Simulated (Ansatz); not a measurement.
Process, species as SMILES: N[SiH2]N[SiH3] → N[SiH]N[SiH3] + H atom (the H-Si bond at the site shown breaks; other sites are not compared here)
Each molecule is optimised on its own at B3LYP-D3(BJ)/def2-TZVP (Ansatz, a first-principles code), one conformer each, not searched for the lowest.
Geometry of the first species:
```xyz
12

N      2.2216     0.9187    -0.0011
Si     1.0984    -0.3576    -0.2317
N     -0.3869     0.0113     0.5648
Si    -2.0129    -0.1240    -0.0083
H      2.0493     1.8538    -0.3341
H      3.2059     0.7277     0.0922
H      1.7970    -1.5497     0.3087
H      0.6933    -0.6302    -1.6328
H     -0.2888     0.2867     1.5341
H     -1.9949    -0.0504    -1.4854
H     -2.8255     0.9869     0.5454
H     -2.6764    -1.3935     0.3853
```
Charge 0, spin multiplicity 1.

Quantity: bond dissociation energy (electronic energy difference), in kcal/mol. Cores are frozen in the correlated levels unless marked. Open shells are spin-unrestricted. Spin-orbit coupling is left out. No relativistic terms. Basis-set limits of correlation are two-point, X^-3; Hartree-Fock from the larger set.

CCSD(T)/CBS(cc-pV(T+d)Z,cc-pV(Q+d)Z) (Ansatz) gives 99.3 kcal/mol.

Another calculation gave 96.3 kcal/mol. Which level was it?
(A) B2GP-PLYP/def2-TZVPD (Ansatz)
(B) SVWN5/def2-TZVPD (Ansatz)
(C) PBE/def2-TZVPD (Ansatz)
(D) r2SCANh/def2-TZVPD (Ansatz)

A, B2GP-PLYP/def2-TZVPD (Ansatz). The others give 91.1 (PBE), 100.2 (SVWN5), 93.7 (r2SCANh) kcal/mol.
